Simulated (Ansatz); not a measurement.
`[SiH3][SiH2]Br` + `[BH2][AlH][OH]` → `[BH2][AlH][O][SiH3]` + `[SiH3]Br` at 400 K and 1 bar (cleavage of the Si–Si bond).

Isolated molecules relaxed with PBE0-D4/def2-TZVP in Ansatz; ΔE leaves out vibrations. CBS: MP2 limit from def2 TZ/QZ plus the TZ coupled-cluster correction, frozen cores. For Br outer-core shells are correlated without core-valence functions, which leaves a few kJ/mol of doubt a bond. Scalar relativity is left out up to krypton. One conformer a species, not always the lowest.

```json
{"species": "`[SiH3][SiH2]Br`", "CCSD(T)/CBS energy (Eh)": "-3154.51510", "H − E (kJ/mol)": "140.9", "S (J/(mol·K))": "364.4"}
{"species": "`[BH2][AlH][OH]`", "CCSD(T)/CBS energy (Eh)": "-344.39123", "H − E (kJ/mol)": "130.4", "S (J/(mol·K))": "325.1"}
{"species": "`[BH2][AlH][O][SiH3]`", "CCSD(T)/CBS energy (Eh)": "-634.71196", "H − E (kJ/mol)": "182.5", "S (J/(mol·K))": "422.4"}
{"species": "`[SiH3]Br`", "CCSD(T)/CBS energy (Eh)": "-2864.23411", "H − E (kJ/mol)": "85.1", "S (J/(mol·K))": "279.6"}
```

H − E and S are ideal-gas, rigid-rotor, harmonic terms from PBE0-D4/def2-TZVP, for one conformer and one mirror image of each species. 1 Eh = 2625.50 kJ/mol, R = 8.31446 J/(mol·K).

Task: By hand: ΔE, ΔH, ΔS and ΔG.

Result: ΔE = (-634.71196) + (-2864.23411) − (-3154.51510) − (-344.39123) = -0.03974 Eh = -104.3 kJ/mol. Δ(H − E) = 182.5 + 85.1 − 140.9 − 130.4 = -3.7, so ΔH = -108.0 kJ/mol. ΔS = 422.4 + 279.6 − 364.4 − 325.1 = 12.5 J/(mol·K). ΔG = -108.0 − 400 × (12.5)/1000 = -113.0 kJ/mol.

Task: By hand: the equilibrium constant, and the temperature at which ΔG would vanish if ΔH and ΔS stayed fixed.

Result: log₁₀ K = −ΔG/(RT ln 10) = 14.8. ΔH and −TΔS have one sign here, so there is no such temperature.

The number of gas molecules stays the same, so ΔS is small and ΔH decides. A doubt of 5 kJ/mol in ΔE shifts log₁₀ K by 0.7 here. Other conformers and mirror images would add mixing entropy, several J/(mol·K) or more a flexible species. Modes under 60 cm⁻¹, often nearly free rotors, make the harmonic entropy too high. These are equilibria of isolated gas molecules and say nothing of rates. Largest T1 diagnostic: 0.012 (customary marks: 0.02 for closed shells, 0.045 for open ones).

ΔS is within the doubt of such terms, so its sign, and with it that verdict, could turn.
